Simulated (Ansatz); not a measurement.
# A geometry optimisation of F6GeSi with PBE0-D4/def2-SVP

The starting geometry of this gas-phase triplet was optimised with GFN2-xTB as a singlet; its bonds are those of `F[Si](F)(F)[Ge]([F])([F])[F]`.

```yaml
atoms:
  - { symbol: F, position_ang: [2.0390, -0.8264, -2.5029] }
  - { symbol: F, position_ang: [0.0485, 0.7135, -2.2370] }
  - { symbol: F, position_ang: [0.1496, -0.8988, -4.1848] }
  - { symbol: F, position_ang: [-0.2165, -3.9893, -1.7401] }
  - { symbol: F, position_ang: [-0.3198, -2.2915, 0.3173] }
  - { symbol: F, position_ang: [-2.3159, -2.3656, -1.4514] }
  - { symbol: Ge, position_ang: [-0.5949, -2.3466, -1.3822] }
  - { symbol: Si, position_ang: [0.4795, -0.7358, -2.6588] }
```

Question: Predict what it relaxes into with PBE0-D4/def2-SVP.

Answer: It falls apart into F3Si + F3Ge. Contacts that open: Ge7–Si8 (2.32 → 3.49 Å).

The energy falls by 4.16 eV over 20 steps:

```json
{"step": "1", "E − E(last) (eV)": "4.155"}
{"step": "3", "E − E(last) (eV)": "1.806"}
{"step": "5", "E − E(last) (eV)": "0.604"}
{"step": "7", "E − E(last) (eV)": "0.271"}
{"step": "9", "E − E(last) (eV)": "0.087"}
{"step": "12", "E − E(last) (eV)": "0.012"}
{"step": "14", "E − E(last) (eV)": "0.002"}
{"step": "16", "E − E(last) (eV)": "0.000"}
{"step": "18", "E − E(last) (eV)": "0.000"}
{"step": "20", "E − E(last) (eV)": "0.000"}
```

Final geometry (Å):

```yaml
atoms:
  - { symbol: F, position_ang: [2.4945, -0.0454, -3.1284] }
  - { symbol: F, position_ang: [0.3532, -0.3756, -1.7601] }
  - { symbol: F, position_ang: [0.3629, -0.9533, -4.2784] }
  - { symbol: F, position_ang: [-0.4553, -2.7651, -2.2729] }
  - { symbol: F, position_ang: [-0.5163, -2.2798, 0.4294] }
  - { symbol: F, position_ang: [-2.7719, -3.1872, -0.8804] }
  - { symbol: Ge, position_ang: [-1.4565, -2.0703, -1.0009] }
  - { symbol: Si, position_ang: [1.2588, -1.0638, -2.9481] }
```

No frequencies were run, so the end isn't proven a minimum. Open shells are spin-unrestricted. The triplet needn't be the ground state. Run with Ansatz 0.2.0, 3.8 min on 2 threads of Intel(R) Xeon(R) Platinum 8375C CPU @ 2.90GHz (Ice Lake), on a shared host.
